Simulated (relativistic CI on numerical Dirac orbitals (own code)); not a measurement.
Ir4+: resonant inelastic scattering at the L2,3 edge

Computed with this model: Dirac-Coulomb-Breit CI, separate exchange-only KLI orbitals for each configuration, a model potential for QED, valence Slater integrals scaled by 0.7, Kramers-Heisenberg scattering through one core-hole configuration in a parametric crystal field; configurations [Xe] 4f14 5d5 → [He] 2s2 2p5 3s2 3p6 3d10 4s2 4p6 4d10 4f14 5s2 5p6 5d6; 300 K; core-hole width 5 eV; summed over polarisations. Incident energies are the highest absorption maxima for each field (at most a few, so the weaker spin-orbit partner edge can be absent), on the computed scale of the free ion. Intensities are in per cent of the strongest line above 0.02 eV; levels within 1 cm⁻¹ are merged; final levels count from the ground level, the first row holds all elastic scattering, lines under 0.4 are left out and each table stops after 24 rows. The scale of the Slater integrals is a model choice and moves the terms in proportion.

Field parameters in Wybourne normalisation: Oh B⁴₀ = 21Dq, B⁴₄ = √(5/14) B⁴₀. The field is a parameter set, without covalency.

S is read from ⟨S²⟩ = S(S + 1).

Oh, 10Dq = 8500 cm⁻¹:

```tsv
Final level (eV)	Degeneracy	Irrep	S	11216.7 eV
0.000	2	Γ7	2.09	2694.9
0.086	4	Γ8	2.26	88.5
0.984	2	Γ7	1.45	100.0
1.562	4	Γ8	1.38	37.8
1.787	4	Γ8	1.35	8.6
2.015	2	Γ6	1.44	2.5
2.049	4	Γ8	1.37	38.6
2.059	2	Γ7	1.40	30.8
2.253	4	Γ8	1.26	22.1
2.335	2	Γ6	1.41	0.9
2.388	2	Γ7	1.11	18.4
2.413	4	Γ8	1.24	27.1
2.586	2	Γ6	1.20	6.2
2.611	4	Γ8	1.18	12.7
2.672	4	Γ8	1.30	39.4
2.735	2	Γ7	1.23	16.7
2.766	4	Γ8	1.36	19.7
2.992	2	Γ6	1.41	1.7
3.190	4	Γ8	1.31	21.2
3.194	2	Γ7	1.31	22.6
3.249	4	Γ8	1.28	13.3
3.261	2	Γ7	1.27	17.2
3.346	2	Γ6	1.34	1.8
3.449	4	Γ8	1.23	6.5
```

Oh, 10Dq = 19200 cm⁻¹:

| Final level (eV) | Degeneracy | Irrep | S | 11216.6 eV |
| --- | --- | --- | --- | --- |
| 0.000 | 2 | Γ7 | 0.94 | 2136.1 |
| 0.910 | 4 | Γ8 | 1.63 | 42.4 |
| 1.367 | 4 | Γ8 | 1.23 | 100.0 |
| 1.448 | 2 | Γ7 | 2.04 | 14.7 |
| 1.996 | 4 | Γ8 | 1.53 | 94.4 |
| 2.212 | 2 | Γ6 | 1.47 | 20.3 |
| 2.370 | 4 | Γ8 | 1.64 | 47.7 |
| 2.497 | 2 | Γ7 | 1.43 | 33.9 |
| 2.593 | 2 | Γ6 | 1.44 | 1.6 |
| 2.646 | 4 | Γ8 | 1.31 | 44.8 |
| 2.743 | 4 | Γ8 | 1.36 | 88.4 |
| 2.806 | 2 | Γ7 | 1.49 | 24.7 |
| 2.912 | 4 | Γ8 | 1.14 | 22.2 |
| 3.073 | 2 | Γ7 | 0.92 | 31.5 |
| 3.254 | 2 | Γ6 | 0.76 | 16.9 |
| 3.554 | 4 | Γ8 | 0.87 | 64.0 |
| 3.581 | 2 | Γ7 | 1.07 | 6.4 |
| 3.722 | 4 | Γ8 | 0.99 | 4.8 |
| 3.852 | 4 | Γ8 | 0.87 | 4.5 |
| 4.040 | 2 | Γ6 | 1.06 | 2.8 |
| 4.107 | 4 | Γ8 | 1.23 | 10.2 |
| 4.384 | 2 | Γ7 | 1.21 | 3.0 |
| 4.414 | 4 | Γ8 | 1.12 | 7.7 |
| 4.538 | 4 | Γ8 | 1.36 | 3.1 |

Oh, 10Dq = 29850 cm⁻¹:

| Final level (eV) | Degeneracy | Irrep | S | 11217.3 eV |
| --- | --- | --- | --- | --- |
| 0.000 | 2 | Γ7 | 0.66 | 1380.1 |
| 1.054 | 4 | Γ8 | 0.65 | 58.5 |
| 2.456 | 4 | Γ8 | 1.56 | 66.6 |
| 2.820 | 2 | Γ7 | 1.68 | 30.9 |
| 3.052 | 4 | Γ8 | 1.48 | 46.7 |
| 3.223 | 2 | Γ6 | 1.47 | 17.6 |
| 3.606 | 4 | Γ8 | 1.33 | 100.0 |
| 3.607 | 2 | Γ6 | 1.45 | 1.7 |
| 3.634 | 2 | Γ7 | 1.27 | 28.5 |
| 3.672 | 4 | Γ8 | 1.35 | 31.6 |
| 3.939 | 4 | Γ8 | 0.87 | 75.8 |
| 4.140 | 2 | Γ7 | 0.68 | 39.1 |
| 4.390 | 2 | Γ6 | 0.60 | 14.3 |
| 4.431 | 4 | Γ8 | 2.09 | 2.2 |
| 4.484 | 2 | Γ7 | 2.08 | 4.5 |
| 4.666 | 2 | Γ7 | 1.18 | 3.2 |
| 4.747 | 4 | Γ8 | 0.84 | 36.8 |
| 4.853 | 4 | Γ8 | 0.92 | 17.8 |
| 4.993 | 4 | Γ8 | 0.69 | 11.2 |
| 5.307 | 2 | Γ6 | 0.66 | 6.2 |
| 5.524 | 4 | Γ8 | 0.68 | 9.7 |
| 5.777 | 2 | Γ7 | 0.64 | 3.3 |
| 6.435 | 4 | Γ8 | 1.36 | 2.1 |
| 6.544 | 4 | Γ8 | 1.11 | 8.2 |

For the first field the strongest loss at the lowest incident energy is the level at 0.98 eV (S = 1.45, against 2.11 in the thermal ground state). Levels of other spin, the first over 8 % at 0.98 eV, appear because spin-orbit coupling of the core hole, and in heavier ions of the valence shell too, mixes spins.
